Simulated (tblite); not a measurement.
Compound: C6H16Si2.
Atom-mapped SMILES: `[CH2:1]=[CH:2][Si@@H:3]([CH2:4][CH2:5][CH3:6])[SiH2:7][CH3:8]` (hydrogens: H9, H10 on C1; H11 on C2; H12 on Si3; H13, H14 on C4; H15, H16 on C5; H17, H18, H19 on C6; H20, H21 on Si7; H22, H23, H24 on C8)

Computed with GFN2-xTB (tblite), gas phase: L-BFGS steps from a force-field or distance-geometry start until the largest atomic force falls under 0.01 eV/Å.

Step 77: E = -663.8416 eV
```
atom  x, y, z in Å  |  force x, y, z in eV/Å
C1     -1.5037    2.7508   -0.1330   -0.001  -0.001   0.013
C2     -0.4958    2.0232   -0.5868    0.001  -0.012  -0.012
Si3    -0.5528    0.1358   -0.7099   -0.062  -0.046  -0.033
C4      1.0550   -0.4628   -1.5642   -0.005   0.021   0.034
C5      2.3532    0.1007   -0.9938    0.008  -0.006   0.033
C6      2.6104   -0.3709    0.4305    0.012   0.005   0.030
Si7    -1.0748   -0.8062    1.3559    0.007  -0.008  -0.006
C8     -2.6426   -1.8743    1.2150    0.012   0.017   0.000
H9     -1.4682    3.8273   -0.0626    0.003   0.018  -0.005
H10    -2.4242    2.2926    0.1908   -0.019  -0.002   0.015
H11     0.4015    2.5442   -0.8977    0.015  -0.002  -0.008
H12    -1.6285   -0.1677   -1.6897    0.038  -0.002   0.012
H13     1.0034   -0.2003   -2.6233   -0.009  -0.017   0.012
H14     1.1052   -1.5529   -1.5179   -0.033   0.016  -0.035
H15     2.3234    1.1921   -1.0134    0.002  -0.005  -0.001
H16     3.1884   -0.2102   -1.6285    0.015  -0.007   0.009
H17     3.5657   -0.0011    0.7958    0.040   0.017  -0.029
H18     1.8313   -0.0165    1.1021   -0.008   0.016  -0.008
H19     2.6290   -1.4581    0.4722   -0.012   0.000   0.001
H20    -0.0406   -1.6730    1.9460    0.003   0.003  -0.003
H21    -1.3465    0.2299    2.3677    0.016  -0.005  -0.006
H22    -3.4346   -1.3385    0.6987   -0.011  -0.013   0.023
H23    -3.0168   -2.1569    2.1959    0.000  -0.013  -0.053
H24    -2.4491   -2.7874    0.6579   -0.014   0.025   0.019
```

Step 78: E = -663.8422 eV
```
atom  x, y, z in Å  |  force x, y, z in eV/Å
C1     -1.5036    2.7506   -0.1327    0.010  -0.004   0.016
C2     -0.4955    2.0236   -0.5875   -0.010  -0.007  -0.024
Si3    -0.5534    0.1357   -0.7116   -0.024  -0.020   0.003
C4      1.0553   -0.4649   -1.5635   -0.016   0.023   0.029
C5      2.3536    0.0996   -0.9935    0.000  -0.009   0.018
C6      2.6103   -0.3682    0.4317    0.018   0.000   0.027
Si7    -1.0736   -0.8067    1.3548    0.001  -0.005  -0.001
C8     -2.6424   -1.8725    1.2142    0.009   0.015  -0.009
H9     -1.4679    3.8275   -0.0631   -0.003   0.006  -0.006
H10    -2.4229    2.2913    0.1943   -0.006   0.007   0.013
H11     0.3996    2.5459   -0.9040    0.007  -0.011   0.003
H12    -1.6271   -0.1659   -1.6900    0.008  -0.012  -0.014
H13     1.0040   -0.2053   -2.6236   -0.005  -0.020   0.024
H14     1.1011   -1.5555   -1.5139   -0.013   0.033  -0.037
H15     2.3249    1.1913   -1.0143   -0.005  -0.014  -0.011
H16     3.1893   -0.2128   -1.6275    0.008  -0.004   0.015
H17     3.5641    0.0053    0.7959    0.048   0.018  -0.020
H18     1.8299   -0.0153    1.1020   -0.017   0.025  -0.002
H19     2.6318   -1.4549    0.4758   -0.009  -0.016   0.001
H20    -0.0424   -1.6776    1.9442    0.009   0.005  -0.006
H21    -1.3459    0.2259    2.3702    0.022  -0.001  -0.010
H22    -3.4382   -1.3325    0.7089   -0.015  -0.006   0.017
H23    -3.0104   -2.1651    2.1940   -0.002  -0.015  -0.039
H24    -2.4523   -2.7796    0.6467   -0.014   0.014   0.014
```

Step 79: E = -663.8427 eV
```
atom  x, y, z in Å  |  force x, y, z in eV/Å
C1     -1.5028    2.7502   -0.1315    0.015  -0.006   0.013
C2     -0.4949    2.0238   -0.5889   -0.019  -0.002  -0.029
Si3    -0.5543    0.1352   -0.7129    0.010   0.009   0.031
C4      1.0552   -0.4679   -1.5615   -0.021   0.017   0.015
C5      2.3537    0.0986   -0.9930   -0.006  -0.011   0.004
C6      2.6097   -0.3651    0.4333    0.022  -0.002   0.021
Si7    -1.0722   -0.8071    1.3540   -0.003  -0.003   0.003
C8     -2.6421   -1.8701    1.2126   -0.019  -0.004  -0.019
H9     -1.4679    3.8277   -0.0637   -0.006  -0.009  -0.005
H10    -2.4208    2.2899    0.1992    0.009   0.016   0.009
H11     0.3982    2.5474   -0.9106   -0.005  -0.022   0.012
H12    -1.6258   -0.1643   -1.6905   -0.019  -0.021  -0.037
H13     1.0040   -0.2135   -2.6231   -0.001  -0.014   0.030
H14     1.0984   -1.5588   -1.5084    0.001   0.041  -0.031
H15     2.3246    1.1903   -1.0163   -0.008  -0.019  -0.015
H16     3.1902   -0.2150   -1.6260   -0.002  -0.002   0.020
H17     3.5616    0.0141    0.7973    0.040   0.010  -0.013
H18     1.8259   -0.0146    1.1009   -0.010   0.027   0.002
H19     2.6356   -1.4516    0.4787   -0.005  -0.014   0.008
H20    -0.0431   -1.6814    1.9415    0.013   0.005  -0.008
H21    -1.3429    0.2225    2.3728    0.023   0.002  -0.011
H22    -3.4434   -1.3237    0.7214    0.007  -0.019   0.025
H23    -3.0023   -2.1769    2.1913    0.004  -0.009  -0.049
H24    -2.4563   -2.7700    0.6309   -0.020   0.031   0.024
```

Step 80: E = -663.8430 eV
```
atom  x, y, z in Å  |  force x, y, z in eV/Å
C1     -1.5032    2.7502   -0.1307    0.017  -0.004   0.004
C2     -0.4960    2.0239   -0.5901   -0.030   0.003  -0.026
Si3    -0.5562    0.1347   -0.7144    0.046   0.043   0.062
C4      1.0546   -0.4675   -1.5600   -0.016   0.007  -0.001
C5      2.3543    0.0968   -0.9916   -0.011  -0.007  -0.014
C6      2.6103   -0.3642    0.4356    0.018  -0.002   0.003
Si7    -1.0704   -0.8075    1.3528   -0.004   0.002   0.011
C8     -2.6407   -1.8681    1.2117   -0.002   0.008  -0.015
H9     -1.4685    3.8281   -0.0637   -0.007  -0.024  -0.004
H10    -2.4214    2.2899    0.2008    0.022   0.020   0.009
H11     0.3964    2.5479   -0.9141   -0.012  -0.030   0.017
H12    -1.6249   -0.1643   -1.6914   -0.047  -0.031  -0.061
H13     1.0039   -0.2148   -2.6219    0.002   0.004   0.024
H14     1.0934   -1.5584   -1.5098    0.018   0.027  -0.014
H15     2.3265    1.1886   -1.0162   -0.011  -0.016  -0.017
H16     3.1914   -0.2177   -1.6240   -0.018  -0.005   0.025
H17     3.5634    0.0166    0.7953    0.026  -0.002   0.001
H18     1.8261   -0.0117    1.1019    0.002   0.025   0.005
H19     2.6348   -1.4508    0.4815    0.002  -0.009   0.019
H20    -0.0434   -1.6839    1.9405    0.019   0.003  -0.010
H21    -1.3414    0.2194    2.3737    0.026   0.010  -0.009
H22    -3.4436   -1.3231    0.7261   -0.033   0.029  -0.014
H23    -2.9995   -2.1795    2.1870   -0.009  -0.022   0.033
H24    -2.4577   -2.7648    0.6286    0.002  -0.031  -0.026
```

Task: Estimate the geometry and energy of step 81. (The exact step hangs on the optimiser's Hessian estimate; all steps are aligned on step 80, rigid shifts and turns removed.)

Result: E = -663.8436 eV, largest force 0.076 eV/Å
```
atom  x, y, z in Å  |  force x, y, z in eV/Å
C1     -1.5011    2.7499   -0.1289    0.011  -0.003  -0.001
C2     -0.4953    2.0243   -0.5926   -0.027   0.004  -0.022
Si3    -0.5562    0.1348   -0.7145    0.037   0.043   0.050
C4      1.0544   -0.4712   -1.5573   -0.010   0.000  -0.011
C5      2.3540    0.0960   -0.9914   -0.010  -0.005  -0.011
C6      2.6102   -0.3605    0.4374    0.014  -0.001   0.000
Si7    -1.0696   -0.8083    1.3519   -0.006   0.000   0.011
C8     -2.6415   -1.8660    1.2095   -0.047  -0.025  -0.020
H9     -1.4686    3.8281   -0.0643   -0.002  -0.026  -0.002
H10    -2.4175    2.2887    0.2069    0.027   0.021   0.007
H11     0.3957    2.5486   -0.9207   -0.020  -0.032   0.017
H12    -1.6258   -0.1638   -1.6920   -0.035  -0.028  -0.052
H13     1.0038   -0.2255   -2.6206    0.002   0.017   0.019
H14     1.0930   -1.5618   -1.5028    0.020   0.021  -0.003
H15     2.3249    1.1875   -1.0197   -0.011  -0.014  -0.015
H16     3.1921   -0.2192   -1.6222   -0.023  -0.008   0.021
H17     3.5607    0.0277    0.7980    0.004  -0.015  -0.001
H18     1.8208   -0.0112    1.1000    0.023   0.019   0.004
H19     2.6406   -1.4474    0.4842    0.006   0.010   0.026
H20    -0.0428   -1.6871    1.9365    0.017   0.003  -0.011
H21    -1.3382    0.2165    2.3752    0.025   0.013  -0.005
H22    -3.4510   -1.3115    0.7413    0.016  -0.011   0.014
H23    -2.9901   -2.1945    2.1849    0.005  -0.005  -0.020
H24    -2.4642   -2.7545    0.6088   -0.015   0.023   0.006
```

The energy changes by -0.0005 eV. The first-order estimate −F·Δx gives -0.0008 eV and the mean of the old and new forces, exact on a quadratic surface, -0.0005 eV. The step makes an angle of 84° with the force vector and moves no atom by more than 0.023 Å.

The cost below is that of the whole relaxation. The run took 3.6 s of wall time on an Arm Neoverse N1 with one thread (shared host).
